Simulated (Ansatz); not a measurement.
`[CH3][SbH][SeH]` and `[BH2][SbH][CH3]` differ in one atom or group.

Ansatz, PBE0-D4/def2-TZVP geometries, multiplicity 1. Each molecule was computed in one conformer, which needn't be the lowest.

Elements past krypton have def2 core potentials. Scalar relativity is left out up to krypton. Spin–orbit coupling is left out; it splits and shifts lone-pair levels of the heavy atoms by tenths of an eV.

| property | `[CH3][SbH][SeH]` |
| --- | --- |
| LUMO energy (PBE0/def2-TZVPP) / eV | -1.13 |
| LUMO energy (ωB97M-V/def2-TZVPP) / eV | 0.57 |
| HOMO energy (PBE0/def2-TZVPP) / eV | -6.74 |
| HOMO energy (B3LYP/def2-TZVPP) / eV | -6.51 |
| size of the dipole moment (B3LYP/def2-TZVPP) / D | 1.70 |
| HOMO energy (PBE/def2-TZVPP) / eV | -5.63 |

Task: What does the change do to each property? (Best estimate.)

Result: Computed: 
```tsv
property	`[BH2][SbH][CH3]`	shift
LUMO energy (PBE0/def2-TZVPP) / eV	-2.12	-0.99
LUMO energy (ωB97M-V/def2-TZVPP) / eV	-0.24	-0.81
HOMO energy (PBE0/def2-TZVPP) / eV	-6.68	0.06
HOMO energy (B3LYP/def2-TZVPP) / eV	-6.52	-0.01
size of the dipole moment (B3LYP/def2-TZVPP) / D	0.81	-0.89
HOMO energy (PBE/def2-TZVPP) / eV	-5.76	-0.13
```

With PBE0 the HOMO rises by 0.06 eV and the LUMO falls by 0.99 eV, so the gap narrows by about 1.05 eV. PBE moves the HOMO by -0.13 eV and ωB97M-V by 0.14 eV. The zero-point energy changes by 30.8 kJ/mol with +3 modes. Dipoles are sizes alone; their direction can turn.

Positive LUMOs are unbound, so they and the gaps depend on the basis.

B3LYP here is the variant with VWN-RPA as its local correlation; programs differ in this.
